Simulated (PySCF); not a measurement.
C₈H₇ (doublet state).
Atom-mapped SMILES: `[CH:1]#[C:2][C:3]#[C:4][CH2:5][C@H:6]1[CH:7][CH2:8]1` (hydrogens: H9 on C1; H10, H11 on C5; H12 on C6; H13 on C7; H14, H15 on C8)

Cartesian coordinates in Å at the GFN2-xTB level; atoms count from 1:
```
atom  x, y, z in Å
C1     4.2222    1.1967    0.0422
C2     3.1235    0.7617    0.2755
C3     1.8821    0.2740    0.5326
C4     0.7866   -0.1589    0.7981
C5    -0.5416   -0.6719    1.0318
C6    -1.1940   -1.0467   -0.2971
C7    -2.6316   -0.8987   -0.4892
C8    -1.7634    0.0315   -1.2102
H9     5.1795    1.5727   -0.1593
H10   -0.4880   -1.5526    1.6801
H11   -1.1403    0.0918    1.5379
H12   -0.6828   -1.8637   -0.7957
H13   -3.4185   -0.7160    0.2119
H14   -1.7258    1.0736   -0.9066
H15   -1.6125   -0.0968   -2.2738
```

The hyperfine couplings belong to this conformer and change with its torsions.

Computed, not measured: PySCF, UKS B3LYP, pcH-1 on C H, non-relativistic, mean-field spin-orbit, GIAO. The structure is a single GFN2-xTB conformer in the gas phase; no vibrational or solvent corrections. A GFN2-xTB geometry isn't a minimum of the functional, and hyperfine couplings can be far from their values at a DFT geometry. Stability of the SCF solution: not tested.

(1) Give the principal g shifts and their parts.

(2) What effective moment and Curie constant follow for a powder?

(3) What are the electron Larmor frequencies g μB B/h along the three axes at 340 mT?

(4) At 93.745 GHz, how far is the centre of the isotropic spectrum from where a free electron (g = 2.002319) resonates?

(5) In a frozen sample, at which fields do the three g values resonate at 9.5, 34, 94 and 263 GHz (hyperfine left aside), and which band first spreads them over more than twice a line width of 0.5 mT?

## Answers

(1) 
| Δg (ppm) | 1 | 2 | 3 |
| --- | --- | --- | --- |
| relativistic mass correction | -145 | -145 | -145 |
| gauge correction | 25 | -10 | -1 |
| orbital Zeeman/spin–orbit | -26 | 611 | 846 |
| total | -145 | 456 | 701 |

So g = 2.00217, 2.00278, 2.00302 and g_iso = 2.00266; the tensor is rhombic: the two nearest values differ by 29 % of g3 − g1. Axes: g3 points within 15° of the C7–H13 bond.

(2) With the mean of g² = 4.0106 and S(S+1) = 0.75: μ_eff = √(⟨g²⟩S(S+1)) = 1.734 μB and χT = 0.12505·⟨g²⟩·S(S+1) = 0.376 cm³ K/mol (cgs; spin-Hamiltonian part alone).

(3) 9.5278, 9.5307, 9.5318 GHz for g1, g2 and g3, a range of 4.0 MHz.

(4) B = hν/(g μB) with μB/h = 13.99624 MHz/mT gives 3345.05 mT for the free electron and 3344.49 mT at g_iso, 0.56 mT lower.

(5) 
```csv
band,GHz,B(g3) mT,B(g2) mT,B(g1) mT,spread mT
X,9.5,338.87,338.91,339.01,0.14
Q,34.0,1212.78,1212.93,1213.29,0.51
W,94.0,3352.98,3353.39,3354.40,1.42
J,263.0,9381.21,9382.36,9385.18,3.96
```

The spread grows in proportion to the frequency. W band is the first where it exceeds 1.0 mT.

The largest Mulliken spin population is on C7 (+0.97). The angles at C7 add up to 324.5°, so it is pyramidal.

The HOMO–LUMO gaps are 5.49 eV among the α and 4.72 eV among the β orbitals.
